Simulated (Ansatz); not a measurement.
C₃H₆AlNO, relaxed with RKS PBE-D4/def2-SVP in Ansatz 0.2.0 from a rough embedded geometry. The force threshold is 0.03 eV/Å; the program also tests the step.

Charge 0, multiplicity 1. The bonds changed during the relaxation, so this is another structure than the one it started from.

Start:

```xyz
12

C     0.399   -1.586    1.700
C     0.115   -0.619    0.561
N     0.531    0.636    0.611
C     0.196    1.588   -0.449
O     0.701    2.770   -0.237
Al   -0.736    1.280   -2.120
H     1.516   -1.618    1.793
H    -0.043   -1.134    2.610
H     0.037   -2.558    1.450
H    -0.445   -1.023   -0.295
H    -1.329   -0.181   -2.445
H    -0.943    2.446   -3.180
```

**Question.** How much energy does the relaxation release, and in how many steps? (An estimate is asked.)

**Answer.** The calculation gave: 132.90 kJ/mol, in 42 steps, 2 of them rejected.

**Question.** Which bonds change most? (Best estimate.)

**Answer.** Ansatz gave: O5–Al6 from 2.799 to 1.914 Å; N3–C4 from 1.463 to 1.286 Å; C4–Al6 from 1.938 to 1.992 Å; C2–N3 from 1.324 to 1.273 Å.

**Question.** Give the relaxed structure. (Estimate.)

**Answer.** Ansatz gave: 
```xyz
12

C     0.568   -1.583    1.877
C    -0.330   -0.600    1.195
N     0.040    0.138    0.226
C    -0.113    0.890   -0.806
O     0.153    2.168   -0.888
Al   -0.348    1.610   -2.648
H     1.570   -1.605    1.409
H     0.675   -1.327    2.952
H     0.126   -2.602    1.841
H    -1.378   -0.517    1.562
H     0.877    1.436   -3.655
H    -1.840    1.993   -3.064
```
